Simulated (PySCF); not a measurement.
Computed with PySCF with PBE0-D4/def2-TZVP. Isolated molecules, 0 K electronic values unless said otherwise. One relaxed conformer stands for a flexible species; it need not be the lowest. Excitations are Tamm–Dancoff values on a coarser integration grid. The basis has no diffuse functions, so Rydberg states are missing or too high.

Reference species (SMILES): `O[SiH3]` (neutral, multiplicity 1).

```yaml
T1 excitation (TDA): 6.72 eV
S1–T1 gap (TDA): 0.42 eV
S1 excitation (TDA): 7.14 eV
```

Changed species: `O[SiH2][SeH]` (H–O–Si–Se torsion 47°, O–Si–Se–H torsion -98°) (X = selanyl; the reference has X = H).

Problem. Give the shifts of the T1 excitation (TDA), S1–T1 gap (TDA) and S1 excitation (TDA).

Solution. the T1 excitation (TDA) falls by 1.67 eV, to 5.05 eV; the S1–T1 gap (TDA) goes up by 0.10 eV, to 0.52 eV; the S1 excitation (TDA) falls by 1.57 eV, to 5.57 eV.
